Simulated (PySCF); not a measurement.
C₅H₆O₃.
SMILES with atom numbers: `[O:1]=[C:2]1[CH:3]=[C:4]([CH2:5][OH:6])[CH2:7][O:8]1` (hydrogens: H9 on C3; H10, H11 on C5; H12 on O6; H13, H14 on C7)

Computed geometry: GFN2-xTB, gas phase.

**Question.** Give the optimised bond lengths and angles.

**Answer.** 
```tsv
bond	length (Å)	order
O1=C2	1.197	double
C2–C3	1.479	single
C3=C4	1.333	double
C4–C5	1.496	single
C5–O6	1.408	single
C4–C7	1.500	single
C7–O8	1.409	single
C2–O8	1.359	single
C3–H9	1.072	single
C5–H10, C5–H11	1.097	single
O6–H12	0.964	single
C7–H13, C7–H14	1.096	single
```

Bonds in one row agree within 0.01 Å and their mean is given. Orders are formal, as drawn. A selection of angles:
```tsv
angle	degrees
O1–C2–C3	129.2
O1–C2–O8	123.2
C3–C2–O8	107.6
C2–C3–C4	108.5
C3–C4–C5	130.3
C3–C4–C7	108.3
C5–C4–C7	121.4
C4–C5–O6	112.8
C4–C7–O8	105.3
C2–O8–C7	110.4
H12–O6–C5	109.3
```

Torsions: O1–C2–C3–C4 180° (antiperiplanar); C2–C3–C4–C5 180° (antiperiplanar); C3–C4–C5–O6 -136° (anticlinal); C3–C4–C7–O8 0° (synperiplanar); C4–C7–O8–C2 0° (synperiplanar); O1–C2–O8–C7 180° (antiperiplanar); H12–O6–C5–C4 67° (synclinal). The mirror-image conformer, all signs reversed, is as good.

O6 (alcohol oxygen) is bent (angle 109.3°). The 4 C–O bonds span 1.197 Å (O1=C2, drawn double) to 1.409 Å (C7–O8, drawn single), a spread of 0.212 Å. O8 (ester single-bonded oxygen) is bent (angle 110.4°). Of the pairs four or more bonds apart, O6···H14 is among the closest relative to their van der Waals radii: 2.79 Å, 102 % of the sum of Bondi's values. The C–C distances run from 1.333 Å (C3=C4, drawn double) to 1.500 Å (C4–C7, drawn single), a spread of 0.167 Å. The 5-membered ring C2–C3–C4–C7–O8 has internal angles of 105.3° to 110.4° (sum 540°, against 540° for a flat polygon); it is planar, 0.00 Å rms from its mean plane, widest ring torsion 1°.

Point group: C1 (no symmetry element, even within 0.4 Å). No frequency check. The numbers are those of one conformer (C3–C4–C5–O6 -136°, C4–C5–O6–H 67°).
